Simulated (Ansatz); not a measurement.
CHBr2F, SMILES FC(Br)Br.

Geometry: PBE0-D3(BJ)/def2-SVP.

Two levels are set side by side: PBE/def2-SVPD (Ansatz, a quantum-chemistry and plane-wave program) and PBE0/def2-SVPD (Ansatz). Energy differences of separate SCF runs at the same geometry; the states with an electron removed or added have multiplicity 2 and 2. Differences are taken from unrounded values.

```tsv
quantity	PBE0	PBE	PBE minus PBE0
vertical ionisation energy (eV)	10.66	10.30	-0.36
vertical singlet–triplet gap (eV)	4.99	4.68	-0.31
```
